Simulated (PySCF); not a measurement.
## Tc³⁺ (technetium, charge +3) across methods

[Kr] 4d4, high-spin 5D determinant. All numbers are calculated (PySCF 2.14, scalar relativity by spin-free X2C-1e, in ANO-RCC-VTZP (7s6p4d2f1g, 68 functions)).

```csv
method,E (hartree),mean ε 4p α (eV),mean ε 4p β (eV),mean ε 4d α (eV),Σ⟨r²⟩ (bohr²),⟨S²⟩
PBE0,-4282.93,-80.400,-76.039,-38.416,26.14,6.001
M06,-4283.30,-80.177,-76.427,-38.034,26.10,6.000
M06-2X,-4283.56,-83.181,-78.654,-39.980,26.14,6.000
LDA,-4278.29,-76.696,-73.811,-36.523,26.26,6.000
r2SCAN,-4283.24,-78.207,-74.241,-36.918,26.12,6.001
UHF,-4281.13564,-90.414,-82.063,-43.210,26.15,6.003
PBE,-4282.84,-76.675,-73.509,-36.517,26.21,6.001
B97-3,-4282.95,-80.444,-76.353,-38.283,26.11,6.001
```
